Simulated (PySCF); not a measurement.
Run record for `O=[CH][GeH2][NH][GeH3]`: PW91/def2-SVPD, TDA, 1 singlet.

Method: TDA PW91/def2-SVPD, vertical, gas phase, core orbitals frozen in the response (PySCF 2.14.0, density-fitted response routines). Geometry: GFN2-xTB. The input is one job of a driver script: a line of settings, then coordinates in Å.

Command:
```bash
OMP_NUM_THREADS=1 python probes_run.py task.json out
```

Input:
```
{"job": {"kind": "uv", "xc": "PW91", "basis": "def2-SVPD", "nstates": 1, "ntriplets": 2, "tda": true}, "charge": 0, "multiplicity": 1}
O      2.746379     1.117173    -0.966336
C      1.892139     0.820101    -0.182632
Ge     1.040178    -0.979672    -0.048250
N     -0.607571    -0.623468     0.655009
Ge    -1.826004     0.531223    -0.058016
H      1.500583     1.573523     0.537565
H      1.024711    -1.683513    -1.388104
H      1.691093    -1.903316     0.952364
H     -1.024675    -1.396121     1.154160
H     -2.495180    -0.005939    -1.292246
H     -2.850382     0.764741     1.008448
H     -1.090072     1.784582    -0.397991
```

Predict the output.

```
coarse grid: 47616 points
cycle   1  E = -4325.6651985589  dE = -6.691e-01  |g| = 1.135e+00  |ddm| = 4.410e+00
cycle   2  E = -4324.2007526820  dE =  1.464e+00  |g| = 2.783e+00  |ddm| = 4.567e+00
cycle   3  E = -4325.8158188688  dE = -1.615e+00  |g| = 5.654e-01  |ddm| = 4.040e+00
cycle   4  E = -4325.8677217595  dE = -5.190e-02  |g| = 1.796e-01  |ddm| = 5.426e-01
cycle   5  E = -4325.8696922238  dE = -1.970e-03  |g| = 1.431e-01  |ddm| = 3.220e-01
cycle   6  E = -4325.8743339308  dE = -4.642e-03  |g| = 1.855e-02  |ddm| = 1.586e-01
cycle   7  E = -4325.8744260906  dE = -9.216e-05  |g| = 6.016e-03  |ddm| = 3.655e-02
cycle   8  E = -4325.8744351866  dE = -9.096e-06  |g| = 1.676e-03  |ddm| = 8.154e-03
final grid: 97088 points
cycle   9  E = -4325.8744182973  dE =  2.394e-06  |g| = 3.996e-03  |ddm| = 1.190e-02
cycle  10  E = -4325.8743953909  dE =  2.291e-05  |g| = 1.143e-02  |ddm| = 1.351e-02
cycle  11  E = -4325.8744211618  dE = -2.577e-05  |g| = 1.270e-03  |ddm| = 9.568e-03
cycle  12  E = -4325.8744215104  dE = -3.486e-07  |g| = 5.722e-05  |ddm| = 1.304e-03
cycle  13  E = -4325.8744215115  dE = -1.070e-09  |g| = 1.985e-05  |ddm| = 1.259e-04
cycle  14  E = -4325.8744215116  dE = -5.093e-11  |g| = 6.838e-06  |ddm| = 2.531e-05
converged SCF energy = -4325.8744215116

Static polarisability (au): isotropic 86.815, principal 74.072 87.586 98.785

Singlet excitations
state   eV       nm        f      main configurations
  1   3.0319    408.9   0.00095   H->L 0.94

Triplet excitations (Tamm-Dancoff, eV): 2.4420 3.2082
```

The SCF starts on a coarse grid where the log names one; the energy can jump when the final grid takes over, and dE then counts from the start density on the new grid. H and L stand for HOMO and LUMO; the number after each pair is its weight.

Give S1 in cm⁻¹ and kJ/mol.

3.0319 eV × 8065.54 = 24454 cm⁻¹; × 96.485 = 292.5 kJ/mol.

How does the lowest singlet excitation compare with the HOMO–LUMO gap?

HOMO -5.71 eV and LUMO -2.91 eV give a gap of 2.80 eV; S1 at 3.03 eV lies 0.23 eV above it.

In short: SCF converged in 14 cycles with 195 basis and 934 fitting functions; HOMO -5.71 eV, LUMO -2.91 eV; lowest singlet 3.03 eV; lowest triplet 2.44 eV (Tamm–Dancoff); mean polarisability 86.8 au.

 The PW91/def2-SVPD calculation is non-relativistic and has no spin–orbit coupling, an omission that weighs most on germanium.

Estimate the wall time. Hardware: one thread, Intel Xeon at 2.50 GHz (x86_64), on a shared host. And the peak memory of the process?

About 89 s, with 0.71 GiB resident at the peak, the Python interpreter and its libraries included.

Conformer computed: `[O:1]=[CH:2][GeH2:3][NH:4][GeH3:5]`: O1–C2–Ge3–N4 -153°, C2–Ge3–N4–Ge5 56°.

One conformer stands for the species.
